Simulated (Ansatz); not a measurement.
A single point on H4NOSbSi (`O[SiH]1[NH][SbH]1`).

```yaml
crystal:
  periodic: [false, false, false]
  atoms:
    - {symbol: O, position_ang: [-0.166698, 1.536274, -1.261066]}
    - {symbol: Si, position_ang: [-0.131374, 0.512985, 0.021486]}
    - {symbol: N, position_ang: [1.005285, -0.700011, 0.020551]}
    - {symbol: Sb, position_ang: [-0.704870, -1.916233, -0.216529]}
    - {symbol: H, position_ang: [-0.640979, 2.361291, -1.141697]}
    - {symbol: H, position_ang: [-0.341292, 1.305308, 1.259995]}
    - {symbol: H, position_ang: [1.961504, -0.906824, -0.204057]}
    - {symbol: H, position_ang: [-0.889575, -2.249890, 1.465518]}
basis:
  gaussian: {orbitals: def2-QZVPP}
correlation: {method: mp2}
```

```sh
$ ansatz run in.yaml --threads 4 --pin off --events-out ev --progress --plain --max-ram 10444MiB
```

It prints (some lines left out):

```
Functional definition: HF
2329 factors; integrals over basis functions are off by at most 1.0e-3 eV
mean field evaluation 1: about -17952.8083 eV, gradient 5.2e1 eV
mean field evaluation 2: about -17952.9378 eV, gradient 5.2e1 eV
mean field evaluation 4: about -17958.3384 eV, gradient 4.6e0 eV
mean field evaluation 8: about -17958.4182 eV, gradient 3.7e-1 eV
mean field -17958.41901880 eV, -659.9597262872 hartree, gradient 1.6e-6 eV, S^2 0.000000; 0 other end points of the search recorded, 0 dependent functions left out
11 core orbitals not correlated: weight in the atoms' cores, before any rotation towards them, 1.000 or more for the frozen orbitals, at most 0.000 for the correlated occupied ones
reference -17958.41901880 eV, -659.9597262872 hartree; 17, 17 occupied and 358, 358 virtual orbitals, 2329 factors
second order -32.71321263 eV of doubles, -0.00000000 eV of singles
Total energy: -17991.13223143 eV, -661.1619146777 hartree
```

Run time 31 s (4 threads of a server CPU on a shared host); peak host memory 1.8 GiB.
